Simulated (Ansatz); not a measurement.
Geometry optimisation of `[F][Ti]([SH])([SH])[SH]`.

```yaml
crystal:
  periodic: [false, false, false]
  atoms:
    - {symbol: F, position_ang: [-1.332150, -0.770400, -1.021410]}
    - {symbol: Ti, position_ang: [-0.129250, -0.037560, -0.059920]}
    - {symbol: S, position_ang: [-0.185560, -0.931890, 2.044030]}
    - {symbol: S, position_ang: [-0.436370, 2.223060, 0.077240]}
    - {symbol: S, position_ang: [1.941640, -0.387650, -0.966560]}
    - {symbol: H, position_ang: [-1.514530, -0.774920, 2.146990]}
    - {symbol: H, position_ang: [-0.141350, 2.400960, -1.222050]}
    - {symbol: H, position_ang: [1.797570, -1.721600, -0.998330]}
basis:
  gaussian: {orbitals: def2-TZVP}
hamiltonian: {xc: pbe0, dispersion: d4}
relax: {f_tol: 0.005, max_steps: 150}
```

```sh
$ ansatz run in.yaml --threads 2 --pin off --events-out ev --progress --plain --max-ram 22528MiB --backend cuda --devices 0, --max-vram 18GiB
```

Shortened log:

```
Functional definition: PBE0
mean field -58375.24205768 eV, -2145.2505774595 hartree, gradient 4.1e-5 eV, S^2 0.000000; 0 other end points of the search recorded, 0 dependent functions left out
relax step   1: F+E_penalty+E_count = -58375.48319148 eV  Δ(F+E_penalty+E_count) = +0.000e0 eV  max|allowed force component| = 1.026e0 eV/Å  Δτ_max = 0.0000 Å  (31 SCF iters, accepted)
mean field -58375.31456050 eV, -2145.2532418892 hartree, gradient 1.2e-5 eV, S^2 0.000000; 0 other end points of the search recorded, 0 dependent functions left out
relax step   2: F+E_penalty+E_count = -58375.55860430 eV  Δ(F+E_penalty+E_count) = -7.541e-2 eV  max|allowed force component| = 7.825e-1 eV/Å  Δτ_max = 0.1948 Å  (40 SCF iters, accepted)
mean field -58375.36029870 eV, -2145.2549227369 hartree, gradient 2.4e-5 eV, S^2 0.000000; 0 other end points of the search recorded, 0 dependent functions left out
relax step   3: F+E_penalty+E_count = -58375.60459231 eV  Δ(F+E_penalty+E_count) = -4.599e-2 eV  max|allowed force component| = 2.505e-1 eV/Å  Δτ_max = 0.0698 Å  (36 SCF iters, accepted)
mean field -58375.36504938 eV, -2145.2550973211 hartree, gradient 1.8e-5 eV, S^2 0.000000; 0 other end points of the search recorded, 0 dependent functions left out
relax step   4: F+E_penalty+E_count = -58375.60893638 eV  Δ(F+E_penalty+E_count) = -4.344e-3 eV  max|allowed force component| = 1.066e-1 eV/Å  Δτ_max = 0.1166 Å  (35 SCF iters, accepted)
mean field -58375.36525713 eV, -2145.2551049558 hartree, gradient 9.0e-6 eV, S^2 0.000000; 0 other end points of the search recorded, 0 dependent functions left out
relax step   5: F+E_penalty+E_count = -58375.60937916 eV  Δ(F+E_penalty+E_count) = -4.428e-4 eV  max|allowed force component| = 4.136e-2 eV/Å  Δτ_max = 0.0879 Å  (35 SCF iters, accepted)
mean field -58375.36752510 eV, -2145.2551883021 hartree, gradient 1.9e-5 eV, S^2 0.000000; 0 other end points of the search recorded, 0 dependent functions left out
relax step   6: F+E_penalty+E_count = -58375.61194523 eV  Δ(F+E_penalty+E_count) = -2.566e-3 eV  max|allowed force component| = 1.610e-2 eV/Å  Δτ_max = 0.0422 Å  (33 SCF iters, accepted)
mean field -58375.36756634 eV, -2145.2551898176 hartree, gradient 2.4e-5 eV, S^2 0.000000; 0 other end points of the search recorded, 0 dependent functions left out
relax step   7: F+E_penalty+E_count = -58375.61188990 eV  Δ(F+E_penalty+E_count) = +5.534e-5 eV  max|allowed force component| = 3.932e-2 eV/Å  Δτ_max = 0.0105 Å  (35 SCF iters, rejected (line search))
mean field -58375.36762486 eV, -2145.2551919681 hartree, gradient 2.4e-5 eV, S^2 0.000000; 0 other end points of the search recorded, 0 dependent functions left out
relax step   8: F+E_penalty+E_count = -58375.61201301 eV  Δ(F+E_penalty+E_count) = -6.777e-5 eV  max|allowed force component| = 1.936e-3 eV/Å  Δτ_max = 0.0051 Å  (35 SCF iters, accepted)
mean field -58375.36762486 eV, -2145.2551919681 hartree, gradient 2.5e-5 eV, S^2 0.000000; 1 other end points of the search recorded, 0 dependent functions left out
Total energy: -58375.61204671 eV, -2145.2641743057 hartree
Atom 0 at    -1.291301    -0.726338    -1.098912 Å, force     0.000466     0.000429     0.000761 eV/Å
Atom 1 at    -0.065821    -0.036659    -0.055116 Å, force     0.001758     0.000131     0.000377 eV/Å
Atom 2 at    -0.165493    -0.829663     2.064846 Å, force    -0.000472    -0.000122     0.000144 eV/Å
Atom 3 at    -0.222776     2.216626     0.120463 Å, force     0.000578     0.001369    -0.001936 eV/Å
Atom 4 at     2.041395    -0.454710    -0.774877 Å, force     0.000743    -0.000357     0.001081 eV/Å
Atom 5 at    -1.513829    -0.764080     2.039376 Å, force    -0.000368    -0.000554    -0.000657 eV/Å
Atom 6 at    -0.477713     2.315040    -1.201824 Å, force    -0.001498    -0.000958     0.001246 eV/Å
Atom 7 at     1.695537    -1.720216    -1.093965 Å, force    -0.001208     0.000061    -0.001017 eV/Å
Dipole moment:    -0.135672    -0.077010    -0.115831 e Å
```

Run time 15 s (2 threads of an AMD EPYC 7R13 on a shared host and a share of an NVIDIA H100 80 GB); peak host memory 0.94 GiB.
